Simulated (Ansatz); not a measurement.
One change: `C[CH](F)[InH][F]` becomes `CC(F)[O][AlH2]`.

Ansatz, PBE0-D4/def2-TZVP geometries, multiplicity 1. Each molecule was computed in one conformer, which needn't be the lowest.

Elements past krypton have def2 core potentials.

| property | `C[CH](F)[InH][F]` |
| --- | --- |
| size of the dipole moment (ωB97M-V/def2-TZVPP) / D | 1.62 |
| size of the dipole moment (PBE/def2-TZVPP) / D | 1.64 |
| HOMO energy (PBE0/def2-TZVPP) / eV | -7.63 |
| LUMO energy (PBE0/def2-TZVPP) / eV | -1.66 |
| LUMO energy (PBE/def2-TZVPP) / eV | -2.36 |
| zero-point energy (PBE0-D4/def2-TZVP) / kJ/mol | 169.8 |

Problem. What does the change do to each property? (Best estimate.)

Solution. Computed: 
```json
{"property": "size of the dipole moment (ωB97M-V/def2-TZVPP) / D", "`CC(F)[O][AlH2]`": "1.11", "shift": "-0.51"}
{"property": "size of the dipole moment (PBE/def2-TZVPP) / D", "`CC(F)[O][AlH2]`": "1.10", "shift": "-0.54"}
{"property": "HOMO energy (PBE0/def2-TZVPP) / eV", "`CC(F)[O][AlH2]`": "-8.35", "shift": "-0.72"}
{"property": "LUMO energy (PBE0/def2-TZVPP) / eV", "`CC(F)[O][AlH2]`": "-1.09", "shift": "0.57"}
{"property": "LUMO energy (PBE/def2-TZVPP) / eV", "`CC(F)[O][AlH2]`": "-1.85", "shift": "0.51"}
{"property": "zero-point energy (PBE0-D4/def2-TZVP) / kJ/mol", "`CC(F)[O][AlH2]`": "200.0", "shift": "30.2"}
```

With PBE0 the HOMO falls by 0.72 eV and the LUMO rises by 0.57 eV, so the gap widens by about 1.29 eV. PBE moves the HOMO by -0.57 eV and ωB97M-V by -0.81 eV. The zero-point energy changes by 30.2 kJ/mol with +3 modes. Dipoles are sizes alone; their direction can turn.

Positive LUMOs are unbound, so they and the gaps depend on the basis.
